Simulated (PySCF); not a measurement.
## Distorted geometries of [Gd(OH)4]−

[Gd(OH)4]− (singlet in the valence; each metal's 4f electrons, 7 of them, lie in its core potential, out of spins and levels; a saddle point, relaxed within its symmetry). PySCF 2.14.0, RKS BP86, Gd lcecp-1-SVP with ECP53, O def2-SVP, H def2-SVP; non-relativistic Hamiltonian with scalar-relativistic core potentials where named; density fitting; no spin-orbit coupling. Relaxed geometry:

```xyz
9

Gd    0.0088    0.0024    0.0032
O     1.2511    1.2492    1.2327
H     1.8797    1.6766    1.8292
O    -1.2697   -1.2346    1.2318
H    -2.1729   -1.4075    1.5378
O     1.2261   -1.2699   -1.2369
H     1.4968   -2.0644   -1.7171
O    -1.2621    1.2418   -1.2079
H    -1.6012    2.0187   -1.6729
```

Question: Order these distorted geometries by energy above the relaxed one, lowest first.
A.
```xyz
9

Gd   -0.0455    0.0396    0.0563
O     1.4531    1.3244    1.1804
H     1.8210    1.5780    1.9614
O    -1.2894   -1.3015    1.0987
H    -2.0726   -1.5042    1.4191
O     1.2089   -1.1889   -1.1119
H     1.5189   -2.0048   -1.7818
O    -1.2388    1.3448   -1.1666
H    -1.7990    1.9250   -1.6556
```
B.
```xyz
9

Gd    0.0861    0.0360   -0.1054
O     1.3587    1.1897    1.1032
H     1.9240    1.7639    1.8065
O    -1.2575   -1.1218    1.2164
H    -2.3860   -1.4296    1.5596
O     1.2434   -1.3401   -1.1567
H     1.5310   -2.0332   -1.6660
O    -1.3792    1.3397   -1.0794
H    -1.5639    1.8081   -1.6781
```
C.
```xyz
9

Gd    0.0370    0.0157   -0.0216
O     1.2290    1.2650    1.1965
H     1.8786    1.7081    1.8372
O    -1.2400   -1.2145    1.2493
H    -2.2160   -1.4428    1.5958
O     1.2785   -1.2597   -1.2387
H     1.5016   -2.0657   -1.6965
O    -1.2647    1.2023   -1.2023
H    -1.6474    2.0043   -1.7196
```

Answer: C (0.34 eV), A (0.97 eV), B (2.84 eV).

Question: Which forces (eV/Å) act in the one that lies 0.34 eV up?

Answer: 
```
Gd  -0.32 -0.62  0.21
O    1.65  1.21  1.58
H   -1.34 -0.91 -1.32
O   -2.91 -0.69  1.01
H    3.10  0.78 -1.15
O   -0.16  0.61  0.33
H    0.19 -0.64 -0.37
O   -1.16  2.22 -1.56
H    0.94 -1.97  1.28
```
Forces carry noise of the integration grid, about 0.01 to 0.03 eV/Å.

An lcecp potential fixes the number of 4f electrons, so in runs with it no electron can move into or out of that shell.
